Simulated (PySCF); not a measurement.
Two-photon absorption: SMILES C(#C)C1=CC=CC1=C1C=C1, C10H6

Geometry:
```
atom   x (Å)   y (Å)   z (Å)
  C1  -0.398   2.986  -1.399
  C2  -0.538   1.863  -0.952
  C3  -0.667   0.557  -0.423
  C4  -1.788  -0.247  -0.392
  C5  -1.453  -1.493   0.244
  C6  -0.131  -1.473   0.611
  C7   0.414  -0.196   0.212
  C8   1.681   0.259   0.374
  C9   3.027   0.149   0.810
 C10   2.654   1.277   0.213
 H11  -0.301   3.977  -1.801
 H12  -2.767   0.025  -0.788
 H13  -2.148  -2.318   0.404
 H14   0.426  -2.263   1.112
 H15   3.811  -0.436   1.287
 H16   2.900   2.272  -0.149
```

The calculation used TDDFT CAM-B3LYP/aug-cc-pVDZ excited states, vertical, gas phase (PySCF). Geometry: PBE0-D3(BJ)/def2-SVP.

(1) Give the one- and two-photon strengths of the lowest singlets.

## Answers

(1) δ for parallel linear polarisation; σ at the peak of a Lorentzian of half width 0.1 eV, single beam; Ω is circular over linear.
| state | E (eV) | f | photon λ (nm) | δ (au) | σ (GM) | Ω | main |
| --- | --- | --- | --- | --- | --- | --- | --- |
| S1 | 3.68 | 0.101 | 675 | 33.7 | 0.17 | 1.44 | HOMO→LUMO+1 0.55, HOMO→LUMO 0.43 |
| S2 | 4.12 | 0.001 | 602 | 67.1 | 0.42 | 0.88 | HOMO→LUMO 0.45, HOMO→LUMO+1 0.35 |
| S3 | 4.29 | 0.019 | 577 | 45.2 | 0.31 | 1.46 | HOMO−1→LUMO 0.64, HOMO−1→LUMO+1 0.17 |
| S4 | 4.63 | 0.420 | 536 | 205 | 1.61 | 0.74 | HOMO−1→LUMO+1 0.66, HOMO−1→LUMO 0.22 |
| S5 | 5.01 | 0.012 | 494 | 23.8 | 0.22 | 1.50 | HOMO→LUMO+2 0.53, HOMO→LUMO+4 0.29 |
| S6 | 5.20 | 0.001 | 477 | 147 | 1.46 | 1.50 | HOMO→LUMO+3 0.43, HOMO→LUMO+9 0.14 |

Among these, the strongest one-photon state is S4, the strongest two-photon state S4, with a dipole change of 0.9 D (relaxed, norm of the difference vector).
